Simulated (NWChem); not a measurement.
System: C4H3NO; SMILES O=C1C=CN=C1

Give the equilibrium geometry at PBE0/def2-SVP (NWChem) as a list of bonds and angles, with the point group.

point group Cs; any orientation.
Bonded distances (Å): O1–C2 1.202, C2–C3 1.488, C2–C6 1.532, C3–C4 1.341, C3–H7 1.088, C4–N5 1.447, C4–H8 1.091, N5–C6 1.272, C6–H9 1.095. Bond angles (°): O1–C2–C3 130.4, O1–C2–C6 127.0, C3–C2–C6 102.6, C2–C3–C4 105.2, C2–C3–H7 125.5, C4–C3–H7 129.4, C3–C4–N5 114.0, C3–C4–H8 128.4, N5–C4–H8 117.6, C4–N5–C6 106.6, C2–C6–N5 111.5, C2–C6–H9 124.6, N5–C6–H9 123.9.
